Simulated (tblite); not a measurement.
Species: C5H9ClO2Si.
SMILES with atom numbers: `[CH3:1][C@@H:2]([Cl:3])/[C:4]([CH:5]=[O:6])=[CH:7]/[O:8][SiH3:9]` (hydrogens: H10, H11, H12 on C1; H13 on C2; H14 on C5; H15 on C7; H16, H17, H18 on Si9)

Cartesian coordinates in Å at the GFN2-xTB level; atoms count from 1:
```
atom  x, y, z in Å
C1    -2.4407   -0.9681   -0.0260
C2    -1.8215    0.3651   -0.4157
Cl3   -2.3397    1.6165    0.7759
C4    -0.3206    0.3195   -0.4833
C5     0.3143    0.4911   -1.7585
O6     1.5109    0.4537   -1.9773
C7     0.4024    0.1438    0.6588
O8     1.6785    0.0511    0.8143
Si9    3.0727    0.0218   -0.1209
H10   -2.0808   -1.2883    0.9482
H11   -3.5243   -0.8870    0.0095
H12   -2.1675   -1.7204   -0.7634
H13   -2.2250    0.7021   -1.3743
H14   -0.3787    0.6803   -2.6001
H15   -0.1453    0.0814    1.6021
H16    3.9404   -0.2450    1.0365
H17    3.1173   -1.1544   -0.9744
H18    3.3988    1.3431   -0.6279
```

All values are computed: GFN2-xTB (tblite) harmonic vibrations without scaling, gas phase. Errors from tens to a few hundred cm⁻¹ against measured bands are possible. Modes of hydrogen on silicon can be 10 to 20 % off. One conformer, not necessarily the lowest.

Harmonic wavenumbers (cm⁻¹): 25.2, 39.5, 120.7, 141.3, 178.6, 188.5, 214.3, 230.6, 286.2, 321.9, 344.1, 406.9, 475.7, 487.2, 585.2, 608.5, 611.6, 683.5, 701.9, 758.1, 857.7, 870.6, 902.9, 924.2, 947.6, 1006.3, 1057.6, 1083.9, 1184.9, 1219.8, 1290.0, 1328.7, 1366.7, 1399.0, 1402.7, 1476.2, 1481.7, 1543.8, 1709.0, 2197.7, 2319.7, 2342.0, 2775.8, 2939.3, 2944.9, 3028.7, 3044.7, 3050.1.

A = 2286, B = 614.5, C = 570.6 MHz; mass 164.006 u (most abundant isotopes); point group C1, symmetry number 1.

Question: What is the zero-point energy?

Answer: Half the sum of the wavenumbers: 27553 cm⁻¹ = 329.60 kJ/mol.

Question: Give the ideal-gas entropy at 200 K and 1 bar in the rigid-rotor, harmonic-oscillator model (classical rotation).

Answer: Translation 164.16, rotation 122.10, vibration 100.08: S = 386.3 J/(mol K).

Question: And Cp and H(200 K) − H(0)?

Answer: Cp = 134.78 J/(mol K), of which vibrations give 101.52 (their classical limit is 48 R = 399.1); H(200 K) − H(0) = 17.06 kJ/mol without the zero-point energy, 10.41 from vibrations.

Question: Which modes carry the vibrational entropy at 200 K?

Answer: 25.2 cm⁻¹: 22.52; 39.5 cm⁻¹: 18.80; 120.7 cm⁻¹: 9.74; 141.3 cm⁻¹: 8.53; 178.6 cm⁻¹: 6.78; 188.5 cm⁻¹: 6.39 J/(mol K); the other 42 give 27.31 together.

Question: What must be added to the electronic energy to get the Gibbs energy at 200 K and 1 bar?

Answer: ZPE + [H(200 K) − H(0)] − T·S = 329.60 + 17.06 − 77.27 = 269.39 kJ/mol.

Question: Blend soft modes into free rotors: weight 1/[1 + (100 cm⁻¹/ν̃)⁴] for the oscillator and the rest for a rotor with moment μB/(μ + B), μ = h/(8π²ν), B = 10⁻⁴⁴ kg m². What vibrational entropy results?

Answer: 89.46 J/(mol K) in place of 100.08, which changes −T·S at 200 K by +2.12 kJ/mol.

Hindered rotation and anharmonicity are outside this model. Other conformers, if any are populated, would add a mixing term that is left out. The structure is chiral; the term R ln 2 for an equal mix with its mirror image is left out.
